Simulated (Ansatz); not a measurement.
A CCSD(T) single point on H$_{5}$N$_{2}$Sb (`[NH2][SbH][NH2]`).

```yaml
crystal:
  periodic: [false, false, false]
  atoms:
    - {symbol: N, position_ang: [-1.039600, 0.487249, -0.947175]}
    - {symbol: Sb, position_ang: [-0.244935, 0.458155, 0.923932]}
    - {symbol: N, position_ang: [0.723628, -1.290616, 0.625258]}
    - {symbol: H, position_ang: [-2.040021, 0.339142, -0.954598]}
    - {symbol: H, position_ang: [-0.840961, 1.344319, -1.446043]}
    - {symbol: H, position_ang: [0.985518, 1.562866, 0.418947]}
    - {symbol: H, position_ang: [1.154993, -1.673066, 1.456222]}
    - {symbol: H, position_ang: [1.393578, -1.285250, -0.132344]}
basis:
  gaussian: {orbitals: def2-SVP}
correlation: {method: ccsd_t}
```

```sh
$ ansatz run in.yaml --threads 2 --pin off --events-out ev --progress --plain --max-ram 4352MiB
```

Log, shortened:

```
Functional definition: HF
881 factors; integrals over basis functions are off by at most 1.0e-3 eV
mean field evaluation 1: about -9546.3290 eV, gradient 4.0e1 eV
mean field evaluation 2: about -9546.3400 eV, gradient 4.0e1 eV
mean field evaluation 4: about -9549.8620 eV, gradient 2.6e0 eV
mean field evaluation 8: about -9549.8949 eV, gradient 2.7e-4 eV
mean field -9549.89493445 eV, -350.9521656896 hartree, gradient 6.2e-6 eV, S^2 0.000000; 0 other end points of the search recorded, 0 dependent functions left out
6 core orbitals not correlated: weight in the atoms' cores, before any rotation towards them, 1.000 or more for the frozen orbitals, at most 0.000 for the correlated occupied ones
reference -9549.89493445 eV, -350.9521656896 hartree; 15, 15 occupied and 58, 58 virtual orbitals, 881 factors
second order -12.82663212 eV of doubles, -0.00000000 eV of singles
cycle   1  -13.29544233 eV  change   -4.7e-1 eV  update   9.0e-2
cycle   2  -13.66161189 eV  change   -3.7e-1 eV  update   2.8e-2
cycle   3  -13.75467637 eV  change   -9.3e-2 eV  update   1.6e-2
cycle   4  -13.75148287 eV  change    3.2e-3 eV  update   4.6e-3
cycle   5  -13.75091751 eV  change    5.7e-4 eV  update   2.3e-3
cycle   6  -13.75091171 eV  change    5.8e-6 eV  update   7.6e-4
cycle   7  -13.75058205 eV  change    3.3e-4 eV  update   2.9e-4
cycle   8  -13.75054702 eV  change    3.5e-5 eV  update   1.0e-4
cycle   9  -13.75056363 eV  change   -1.7e-5 eV  update   3.7e-5
perturbative correction -0.38725477 eV, -0.0142313504 hartree
Total energy: -9564.03275285 eV, -351.4717209330 hartree
```

It took 3.8 s on 2 threads of an Arm Neoverse V1 on a shared host, with 0.35 GiB of host memory at the peak.

MP2 recovers 90.7 % of the CCSD(T) correlation energy and the triples give 2.7 %; T1 = 0.0119.
